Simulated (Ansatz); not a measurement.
Several settings on one geometry of CrCl2 (that of the charge 0 quintet, PBE-D4/def2-TZVP). Ansatz on 2 threads of Intel Xeon 6975P-C on a shared host; times are rough.

```xyz
3

Cr    0.000    0.000    0.000
Cl   -0.016   -0.020    2.173
Cl    0.016    0.020   -2.173
```

Totals from different functionals, basis sets or treatments of relativity can't be compared as stabilities.

DK, ANO-RCC and x2c sets are all-electron and run with scalar relativity unless a key says otherwise. The 6-31G sets use Cartesian d functions. LC-ωPBE has ω = 0.4 bohr⁻¹.

(1) Give the basis size and estimate the energy, ⟨S²⟩ and time of these runs.

```json
{"run": "1", "method": "UKS rPW86-PBE-D3(BJ)/6-31G*", "charge": "0", "state": "quintet", "further keys": "pseudopotentials: {relativity: none}; scf: {omitted_lower_state_checks: [starts]}"}
{"run": "2", "method": "UKS CAM-B3LYP/aug-cc-pVDZ", "charge": "0", "state": "quintet", "further keys": "scf: {lower_state_search: light}"}
{"run": "3", "method": "ROKS LC-ωPBE/def2-mTZVPP", "charge": "0", "state": "quintet", "further keys": "scf: {lower_state_search: light}"}
{"run": "4", "method": "UKS BHLYP-D4/ANO-RCC-VTZP", "charge": "0", "state": "quintet", "further keys": "scf: {omitted_lower_state_checks: [starts]}"}
```

Answers

(1) 
```json
{"run": "1", "functions": "74", "energy (Eh)": "-1966.1900", "⟨S²⟩": "6.05", "wall time": "17 s"}
{"run": "2", "functions": "113", "energy (Eh)": "-1965.0902", "⟨S²⟩": "6.03", "wall time": "20 s"}
{"run": "3", "functions": "87", "energy (Eh)": "-1964.5521", "⟨S²⟩": "–", "wall time": "12 s"}
{"run": "4", "functions": "127", "energy (Eh)": "-1974.1934", "⟨S²⟩": "6.01", "wall time": "38 s"}
```
